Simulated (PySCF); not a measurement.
Compound: C5H14N2SSi.
SMILES with atom numbers: `[CH3:1][S:2][CH2:3][Si@@:4]1([NH2:5])[CH2:6][CH2:7][N:8]1[CH3:9]`

Structure used (GFN2-xTB), in Å, numbered top down from 1:
```
atom  x, y, z in Å
C1     3.063    1.911   -1.503
S2     2.058    1.339   -0.099
C3     0.485    1.072   -0.961
Si4   -0.756    0.352    0.286
N5    -0.872    1.557    1.512
C6    -2.447   -0.376   -0.200
C7    -1.936   -1.741    0.265
N8    -0.570   -1.339    0.555
C9     0.389   -2.266    1.084
H10    2.632    2.822   -1.911
H11    3.100    1.132   -2.260
H12    4.060    2.107   -1.123
H13    0.155    2.032   -1.348
H14    0.675    0.392   -1.787
H15   -1.472    1.439    2.311
H16   -0.071    2.124    1.738
H17   -2.724   -0.362   -1.247
H18   -3.284   -0.009    0.380
H19   -1.975   -2.518   -0.505
H20   -2.450   -2.113    1.159
H21    0.505   -3.122    0.411
H22    1.348   -1.763    1.185
H23    0.081   -2.641    2.068
```

Probes without a nucleus sit at each ring's centroid and 1 Å off its mean plane on both sides; NICS is minus the shielding there, NICSzz its component along the normal. Level: GIAO PBE0/pcSseg-1 (PySCF, non-relativistic, gas phase) on the GFN2-xTB geometry, one conformer.

Ring bond lengths (Å), with Mayer bond orders in brackets: Si4–C6 1.905 (0.87), C6–C7 1.529 (1.01), C7–N8 1.453 (0.96), N8–Si4 1.723 (1.00).

Problem. Give the NICS values of each ring in ppm.

Solution. 
```csv
ring,type,NICS(0),"NICS(1), two faces","NICS(1)zz, two faces",rms pucker (Å),"centre to ring atoms, mean (Å)"
Si4–C6–C7–N8,4-membered ring with N and Si; formal bonds all single,-7.1,-2.4 / -2.0,0.3 / 0.1,0.03,1.16
```

Problem. What do they say, and how far can they be read as aromaticity?

Solution. 
- Si4–C6–C7–N8: mean NICS(1)zz 0.2 ppm, near zero. Si4, C6, C7 have four or more neighbours, so the value isn't read as a sign of a π ring current.

Problem. How shielded are the nuclei of the rings and their hydrogens (means over atoms taken as equivalent)?

Solution. 
```json
{"atoms": "Si4", "environment": "four-coordinate silicon", "σ isotropic (ppm)": "365.1"}
{"atoms": "C6", "environment": "sp3 carbon bound to silicon", "σ isotropic (ppm)": "169.8"}
{"atoms": "C7", "environment": "sp3 carbon bound to nitrogen", "σ isotropic (ppm)": "138.2"}
{"atoms": "N8", "environment": "silicon-bound nitrogen", "σ isotropic (ppm)": "195.8"}
{"atoms": "H17", "environment": "methylene hydrogen", "σ isotropic (ppm)": "30.21"}
{"atoms": "H18", "environment": "methylene hydrogen", "σ isotropic (ppm)": "30.51"}
{"atoms": "H19", "environment": "methylene hydrogen", "σ isotropic (ppm)": "28.66"}
{"atoms": "H20", "environment": "methylene hydrogen", "σ isotropic (ppm)": "28.72"}
```
